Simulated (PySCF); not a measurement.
XPS shifts beside NMR shieldings

Species: C5H2F2N2.
Atom-mapped SMILES: `[N:1]#[C:2]/[C:3]([F:4])=[C:5](/[C:6]#[N:7])[CH2:8][F:9]`

Structure used (PBE0-D3(BJ)/def2-SVP), in Å, numbered top down from 1:
```
atom  x, y, z in Å
N1     3.0525   -0.8955   -0.1394
C2     2.0967   -0.2583    0.0062
C3     0.9931    0.6266    0.2157
F4     1.3667    1.8422    0.5744
C5    -0.3168    0.3344    0.0783
C6    -1.2744    1.3617    0.3239
N7    -2.1003    2.1554    0.5029
C8    -0.8823   -1.0050   -0.3140
F9     0.0933   -1.9075   -0.5841
H10   -1.5246   -0.8751   -1.2027
H11   -1.5147   -1.3807    0.5099
```

Binding energies: delta-SCF UKS SCAN, pcX-2 on the ionised atom, pcseg-1 elsewhere, spin-free X2C (PySCF). Shieldings: GIAO PBE0/pcSseg-1, non-relativistic, same geometry.

```json
{"atom": "C2", "C 1s (eV)": "293.19"}
{"atom": "C3", "C 1s (eV)": "295.16"}
{"atom": "C5", "C 1s (eV)": "293.14"}
{"atom": "C6", "C 1s (eV)": "293.13"}
{"atom": "C8", "C 1s (eV)": "294.84"}
```

Problem. What are the absolute isotropic shieldings of these atoms?

Solution. 
```tsv
atom	environment	C 1s (eV)	isotropic shielding (ppm)
C6	nitrile carbon	293.13	69.8
C5	fully substituted alkene carbon	293.14	70.7
C2	nitrile carbon	293.19	69.2
C8	sp3 C–F carbon	294.84	104.6
C3	vinylic C–F carbon	295.16	36.0
```

Problem. Among the listed atoms, is the one with the highest binding energy also the least shielded?

Solution. Yes: C3 has both (295.16 eV, 36.0 ppm).

By binding energy: C6 ≈ C5 < C2 < C8 < C3. By shielding: C3 < C2 < C6 < C5 < C8.

Geometry: PBE0-D3(BJ)/def2-SVP, one conformer, isolated molecule.
